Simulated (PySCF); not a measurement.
Correlation energy of Al (aluminium, neutral)

[Ne] 3s2 3p1, 2P determinant. All numbers are calculated (PySCF 2.14, no relativity, point nucleus, in def2-TZVP (5s5p2d1f, 37 functions)). Frozen: [Ne]; 3 electrons correlated.

MP2 pair energies summed by pair of shells (mhartree):

| pair | energy | share (%) |
| --- | --- | --- |
| 3s-3s | -20.06 | 57.3 |
| 3s-3p | -14.93 | 42.7 |

Total MP2 correlation energy: -34.99 mhartree.

Same-spin part -2.45 and opposite-spin part -32.53 mhartree; SCS-MP2 scales them by 1/3 and 6/5 to -39.86 mhartree.

| level | correlation energy (mhartree) |
| --- | --- |
| CCSD | -50.38 |
| (T) | -1.10 |
| CCSD(T) | -51.48 |

Diagnostics: T1 = 0.018, D1 = 0.0404, largest double amplitude 0.103.

Cost of the coupled-cluster step: 0.35 s of wall time on 1 thread of Neoverse-V1 (shared host), for 3 correlated electrons.

Iterations:

```
CC2 = 0
CCSD nocc = (np.int64(2), np.int64(1)), nmo = (32, 32)
frozen orbitals [[0, 1, 2, 3, 4], [0, 1, 2, 3, 4]]
max_cycle = 100
direct = 0
conv_tol = 1e-08
conv_tol_normt = 1e-06
diis_space = 8
diis_start_cycle = 0
Init t2, MP2 energy = -0.0349869963349725
Init E_corr(UCCSD) = -0.0349869963428407
cycle = 1  E_corr(UCCSD) = -0.0442710401091514  dE = -0.00928404377  norm(t1,t2) = 0.0607265
cycle = 2  E_corr(UCCSD) = -0.0475996223774509  dE = -0.00332858227  norm(t1,t2) = 0.0280516
cycle = 3  E_corr(UCCSD) = -0.0503603596045174  dE = -0.00276073723  norm(t1,t2) = 0.0143315
cycle = 4  E_corr(UCCSD) = -0.0503541070224149  dE = 6.2525821e-06  norm(t1,t2) = 0.00227798
cycle = 5  E_corr(UCCSD) = -0.0503909629367393  dE = -3.68559143e-05  norm(t1,t2) = 0.000355876
cycle = 6  E_corr(UCCSD) = -0.0503774739472594  dE = 1.34889895e-05  norm(t1,t2) = 8.09163e-05
cycle = 7  E_corr(UCCSD) = -0.0503840775831437  dE = -6.60363588e-06  norm(t1,t2) = 2.88508e-05
cycle = 8  E_corr(UCCSD) = -0.0503823896286038  dE = 1.68795454e-06  norm(t1,t2) = 9.42604e-06
cycle = 9  E_corr(UCCSD) = -0.0503823024374161  dE = 8.71911876e-08  norm(t1,t2) = 1.09296e-06
cycle = 10  E_corr(UCCSD) = -0.0503823648062677  dE = -6.23688515e-08  norm(t1,t2) = 3.89849e-07
cycle = 11  E_corr(UCCSD) = -0.0503823671615872  dE = -2.35531955e-09  norm(t1,t2) = 7.27856e-08
UCCSD converged
E(UCCSD) = -241.9247316971659  E_corr = -0.05038236716158723
UCCSD(T) correction = -0.00110490316633154
```
